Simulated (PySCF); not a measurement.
Vertical excitation energies

C6H11Cl.
Z-matrix (Å and degrees, GFN2-xTB geometry), rows numbered from 1:
```
C 
C   1  1.5024
C   2  1.5020  1  114.68
C   2  1.3358  1  122.90  3   179.91
C   4  1.5040  2  123.64  1   175.72
C   4  1.4946  2  122.11  1    -3.41
Cl  6  1.8080  4  110.57  2    88.45
H   1  1.0876  2  109.82  3    27.51
H   1  1.0862  2  111.79  3   147.63
H   1  1.0911  2  110.48  3   -91.33
H   3  1.0877  2  109.98  1    26.91
H   3  1.0865  2  111.71  1   147.46
H   3  1.0907  2  110.26  1   -91.93
H   5  1.0910  4  110.64  2    94.67
H   5  1.0854  4  111.73  2   -26.39
H   5  1.0879  4  109.57  2  -146.33
H   6  1.0877  4  113.11  2   -30.32
H   6  1.0889  4  111.23  2  -154.55
```

Theory: PySCF, TDDFT PBE0/def2-SVPD, vertical, gas phase, core orbitals frozen in the response.

What does the calculation give for the low-lying excited states?

```tsv
state	λ (nm)	E (eV)	f	main configurations (H = HOMO, L = LUMO)
S1	215.4	5.76	0.221	H→L (87%)
S2	199.3	6.22	0.063	H→L+1 (91%)
S3	188.5	6.58	0.0057	H-1→L (91%)
S4	187.6	6.61	0.010	H-2→L (90%)
S5	179.3	6.91	0.050	H→L+2 (95%)
S6	177.0	7.01	0.0031	H→L+3 (98%)
```

Triplets (Tamm–Dancoff): T1 3.79 eV, H→L (87%); T2 5.93 eV, H→L+1 (42%), H-2→L (34%).

The lowest singlet lies at 5.76 eV (215 nm, ultraviolet) and is strong; its leading configuration is HOMO→LUMO (87%). The lowest level is also the most intense of those listed (f = 0.221). Löwdin shares by element: HOMO carbon 66% or more, chlorine 9% (atoms not listed hold the other 25%); LUMO carbon 52% or more, chlorine 25% (atoms not listed hold the other 23%). Orbital energies (eV): HOMO-3 -9.63, HOMO-2 -8.33, HOMO-1 -8.31, HOMO -6.73, LUMO -0.26, LUMO+1 0.55, LUMO+2 1.14. The oscillator strengths of these states sum to 0.353; summed over the whole spectrum of an exact calculation they would give the number of electrons, 64 (Thomas–Reiche–Kuhn). Weighted by f, the mean energy of these states is 6.05 eV. The window holds the lowest 6 singlets.

One conformer stands for the species.
